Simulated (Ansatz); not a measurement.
Geometry optimisation, Ansatz 0.2.0, RKS B3LYP-D4/def2-mTZVP.

Input:

```yaml
crystal:
  periodic: [false, false, false]
  atoms:
    - { symbol: B, position_ang: [-0.165936, -0.237721, -0.004818] }
    - { symbol: O, position_ang: [-0.165451, -0.513304, 1.366437] }
    - { symbol: H, position_ang: [-1.014523, -0.833056, 1.699016] }
    - { symbol: H, position_ang: [0.872048, 0.070447, -0.490609] }
    - { symbol: "N", position_ang: [-1.2907, -0.447394, -0.821981] }
    - { symbol: H, position_ang: [-2.216142, -0.684362, -0.491361] }
    - { symbol: H, position_ang: [-1.268917, -0.261879, -1.813083] }
    - { symbol: "N", position_ang: [-0.186764, 2.364427, 0.899553] }
    - { symbol: H, position_ang: [-0.945463, 2.991541, 1.155048] }
    - { symbol: H, position_ang: [0.664532, 2.920521, 0.877153] }
    - { symbol: H, position_ang: [-0.080983, 1.67778, 1.666744] }
basis:
  gaussian: { orbitals: def2-mTZVP }
hamiltonian:
  xc: b3lyp
  dispersion: d4
relax:
  f_tol: 0.03
  max_steps: 50
```

Command:

```bash
$ ansatz run input.yaml --threads 2 --pin off --max-ram 3072MiB --backend cpu --events-out ev --progress --plain --runs-dir out
```

Problem. Where does it end, and by what steps?

Solution. The forces met the threshold. The force dipped under the threshold on the way, but the program's further checks kept it going. After 45 steps the energy has fallen by 0.406 eV; H4 moved furthest, 2.11 Å.

```csv
step,energy less start (eV),largest force component (eV/Å),accepted
0,0.0000,0.601,yes
2,-0.0514,0.469,yes
4,-0.0618,0.265,no
6,-0.0756,0.034,yes
8,-0.0801,0.371,yes
10,-0.0817,0.206,no
12,-0.0926,0.100,yes
14,-0.0956,0.133,yes
16,-0.0981,0.196,yes
18,-0.1016,0.171,yes
20,-0.1061,0.209,yes
22,-0.1095,0.081,yes
24,-0.0899,0.983,no
26,-0.1267,0.205,yes
28,-0.1329,0.165,yes
30,-0.1505,0.235,yes
32,-0.1874,0.672,yes
34,-0.2707,1.033,yes
36,-0.3547,0.623,yes
38,-0.3867,0.225,yes
40,-0.4037,0.077,yes
42,-0.4052,0.014,yes
44,-0.4059,0.048,yes
45,-0.4062,0.014,yes
```

```xyz
11
Properties=species:S:1:pos:R:3
B -0.067 -0.921 -0.201
O 0.584 -0.144 0.710
H 0.163 0.724 0.904
H 0.406 -1.986 -0.473
N -1.270 -0.544 -0.844
H -1.753 0.328 -0.684
H -1.729 -1.140 -1.514
N -0.476 2.426 1.426
H -1.223 2.383 2.114
H -0.766 3.090 0.712
H 0.331 2.833 1.893
```

Time of the run: 93 s on 2 threads of Intel(R) Xeon(R) Platinum 8259CL CPU @ 2.50GHz (Skylake/Cascade Lake), on a shared host, peak memory 0.2 GiB.
